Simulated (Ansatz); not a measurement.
**Cost against result**

Saddle point of InH4O2F, singlet (InH₃O₂ ([OH][InH][OH]) + HF → InH₂O₂F ([OH][In]([OH])[F]) + H₂; bonds formed: In1–F6, H2–H5; bonds broken: In1–H2, H5–F6), PBE0-D4/def2-TZVP structure:

```
8
angstrom
In -0.3246 -0.1124 -0.2342
H 1.4691 -0.6949 0.3878
O -0.3428 0.5315 -2.0834
O -1.8057 -1.0048 0.6847
H 1.3808 0.1893 0.8354
F 0.7839 1.2116 1.0915
H 0.4559 1.0200 -2.2987
H -1.6166 -1.1403 1.6168
```

Barriers are electronic and count from the start structure reached by relaxing down the imaginary mode.

Computed with Ansatz 0.2.0 (basis: as named in each row); correlated methods freeze the cores. Filled d shells of the heavier atoms are correlated. Core potentials replace the inner electrons of the atoms past krypton. The def2 sets are not built for correlating such inner shells, so the correlated values are less sure here. B3LYP uses VWN-RPA correlation. Extrapolation: Hartree–Fock as exp(−7.88 √X), correlation as X^−2.97.

Times are rough, for one single point on 4 threads of a shared host (Arm Neoverse V1).

The estimate by CCSD(T) at an estimated basis limit (MP2 extrapolated from triple and quadruple zeta, plus CCSD(T) − MP2 in triple zeta) is 0.777 eV.

| method | basis | time (s) | barrier (eV) | method less estimate |
| --- | --- | --- | --- | --- |
| SPW92 | def2-SVP | under 1 | 0.250 | -0.527 |
| PBE-D4 | def2-SVP | under 1 | 0.399 | -0.378 |
| SPW92 | def2-TZVPP | under 1 | 0.349 | -0.428 |
| PBE0-D4 | def2-SVP | under 1 | 0.598 | -0.179 |
| PBE-D4 | def2-TZVPP | 1 | 0.496 | -0.281 |
| BLYP-D4 | def2-TZVPP | 1 | 0.566 | -0.211 |
| B3LYP-D4 | def2-TZVPP | 2 | 0.686 | -0.091 |
| BHLYP-D4 | def2-TZVPP | 2 | 0.844 | 0.067 |
| PBE0-D4 | def2-TZVPP | 2 | 0.658 | -0.119 |
| CAM-B3LYP-D4 | def2-TZVPP | 2 | 0.699 | -0.078 |
| r2SCAN-D4 | def2-TZVPP | 3 | 0.552 | -0.225 |
| r2SCAN0-D4 | def2-TZVPP | 3 | 0.694 | -0.083 |
| CCSD(T) | def2-SVP | 3 | 0.756 | -0.021 |
| PBE-QIDH | def2-TZVPP | 3 | 0.743 | -0.034 |
| B2PLYP | def2-TZVPP | 4 | 0.714 | -0.063 |
| wB97M-V | def2-SVP | 4 | 0.660 | -0.117 |
| RPA on PBE | def2-TZVPP | 4 | 0.774 | -0.003 |
| wB97X-V | def2-TZVPP | 5 | 0.713 | -0.064 |
| B97M-V | def2-TZVPP | 6 | 0.658 | -0.119 |
| wB97M-V | def2-TZVPP | 6 | 0.741 | -0.036 |
| MP2 | def2-QZVPP | 10 | 0.742 | -0.035 |
| CCSD(T) | def2-TZVPP | 86 | 0.793 | 0.016 |

All methods are single points on the PBE0-D4 structures.

No T1 diagnostic of these runs exceeds 0.017.

Labels in which every atom is bracketed show which atoms are joined, not bond orders.
